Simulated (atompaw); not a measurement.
## Ranking PAW (atompaw) potentials for hydrogen (H)

All share these settings but for the change named:

atompaw 4.2.0.5 input, output lines left out:

```
H 1
GGA-PBE scalarrelativistic loggrid 1500 logderivrange -2 5 176
1 0 0 0 0 0
1 0 1
0 0 0
v
1
1.20 0.90 1.10 0.75
y
0.65
n
y
0.35
y
1.7
n
custom rrkj vanderbiltortho besselshape
2 0 troulliermartins
1.20
1.20
1.00
1.00
```

Cutoff: the first of the cutoffs (Ry, on a coarse ladder) from which the occupation-weighted sum of valence levels, in a spherical-Bessel basis at the reference potential, stays within 10 and 1 mRy of its value at 400 Ry; the density cutoff is not measured.

The base gives 15 Ry.

Of 6 variants that were run, those that failed, showed a ghost or another fault, or gave nearly equal values are left out.

Question: Rank these variants from softest to hardest (loose cutoff).
A. all radii scaled by about 0.94 (s 1.12, p 0.94 bohr); local potential troulliermartins scheme with l = 2 at 0 Ry, radius 1.02 bohr; augmentation besselshape compensation charge, radius 0.84 bohr; PAW radius 1.12 bohr; waves and projectors: custom rrkj vanderbiltortho
B. all radii scaled by about 1.16 (s 1.40, p 1.16 bohr); local potential troulliermartins scheme with l = 2 at 0 Ry, radius 1.28 bohr; augmentation besselshape compensation charge, radius 1.06 bohr; PAW radius 1.40 bohr; waves and projectors: custom rrkj vanderbiltortho
C. all radii scaled by about 0.75 (s 0.90, p 0.76 bohr); local potential troulliermartins scheme with l = 2 at 0 Ry, radius 0.84 bohr; augmentation besselshape compensation charge, radius 0.68 bohr; PAW radius 0.90 bohr; waves and projectors: custom rrkj vanderbiltortho

Answer: B (12 Ry), A (18 Ry), C (21 Ry).
